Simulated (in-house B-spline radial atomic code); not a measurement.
The outermost shell (largest non-relativistic mean radius) with and without relativity; Dirac values are averaged over j. Computed with a radial B-spline atomic code at the basis-set limit: non-relativistic Hartree-Fock and Dirac-Hartree-Fock, averages of the configuration (point nuclei without relativity, finite nuclei with it).

| ion | configuration | outermost shell | radius non-relativistic (bohr) | radius Dirac (bohr) | radius change (%) | level non-relativistic (eV) | level Dirac (eV) | spin-orbit splitting (eV) |
| --- | --- | --- | --- | --- | --- | --- | --- | --- |
| B3+ | 1s2 | 1s | 0.32449 | 0.32436 | -0.039967 | -259.650 | -259.73 | - |
| C3+ | [He] 2s1 | 2s | 1.28 | 1.2793 | -0.052441 | -64.355 | -64.385 | - |
| N3+ | [He] 2s2 | 2s | 1.112 | 1.1112 | -0.071456 | -75.287 | -75.335 | - |
| O3+ | [He] 2s2 2p1 | 2s | 0.9826 | 0.98165 | -0.096964 | -88.279 | -88.361 | - |
| F3+ | [He] 2s2 2p2 | 2s | 0.87986 | 0.87874 | -0.12659 | -102.207 | -102.34 | - |
| Ne3+ | [He] 2s2 2p3 | ? | ? | ? | ? | ? | ? | ? |
| Mg3+ | [He] 2s2 2p5 | 2s | 0.66902 | 0.66741 | -0.24041 | -149.658 | -150.06 | - |
| Al3+ | [He] 2s2 2p6 | ? | ? | ? | ? | ? | ? | ? |
| Si3+ | [Ne] 3s1 | 3s | 1.8702 | 1.8661 | -0.21648 | -44.666 | -44.759 | - |
| P3+ | [Ne] 3s2 | 3s | 1.6962 | 1.6919 | -0.24786 | -49.883 | -50.003 | - |
| S3+ | [Ne] 3s2 3p1 | 3p | 1.6747 | 1.6739 | -0.051962 | -46.714 | -46.713 | 0.12501 |
| Cl3+ | [Ne] 3s2 3p2 | 3p | 1.5277 | 1.5267 | -0.068286 | -51.873 | -51.877 | 0.17873 |
| Ar3+ | [Ne] 3s2 3p3 | ? | ? | ? | ? | ? | ? | ? |
| K3+ | [Ne] 3s2 3p4 | 3p | 1.3018 | 1.3004 | -0.10428 | -62.507 | -62.522 | 0.33555 |

**Question.** Fill in the row of Ne3+.

**Answer.** outermost shell: 2s; radius non-relativistic (bohr): 0.79637; radius Dirac (bohr): 0.79509; radius change (%): -0.16037; level non-relativistic (eV): -117.076; level Dirac (eV): -117.27.

**Question.** Fill in the row of Al3+.

**Answer.** outermost shell: 2s; radius non-relativistic (bohr): 0.61938; radius Dirac (bohr): 0.6176; radius change (%): -0.28669; level non-relativistic (eV): -167.378; level Dirac (eV): -167.93.

**Question.** Fill in the row of Ar3+.

**Answer.** outermost shell: 3p; radius non-relativistic (bohr): 1.4054; radius Dirac (bohr): 1.4042; radius change (%): -0.085708; level non-relativistic (eV): -57.135; level Dirac (eV): -57.144; spin-orbit splitting (eV): 0.24799.

**Question.** Which member changes most?

**Answer.** Aluminium (Al3+): its 2s shell contracts by 0.3 %.
